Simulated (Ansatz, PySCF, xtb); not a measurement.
Energy difference R1 + 3 R2 → P1, each structure at its B3LYP-D3(BJ)/def2-SVP stationary point, reached from a drawn start (curvature not checked).
R1: C6H6 (SMILES c1ccccc1), charge 0, multiplicity 1.
P1: C6H12 (SMILES C1CCCCC1), charge 0, multiplicity 1.
R2: H2 (SMILES [H][H]), charge 0, multiplicity 1.

P less R. No zero-point or thermal terms.

The values were computed with Ansatz (a quantum-chemistry and plane-wave program); PySCF for the D3/D4 terms; xtb for the GFN methods. No computed number here is a measurement.

### Question
One of these levels gives -2.666 eV for the reaction energy. Which one is it?
A. B3LYP-D4/def2-TZVPP
B. r2SCAN/def2-TZVPP
C. GFN2-xTB
D. BLYP-D3(BJ)/def2-TZVPP

### Answer
A, B3LYP-D4/def2-TZVPP. The others give -4.332 (GFN2-xTB), -2.227 (BLYP-D3(BJ)/def2-TZVPP), -2.894 (r2SCAN/def2-TZVPP)
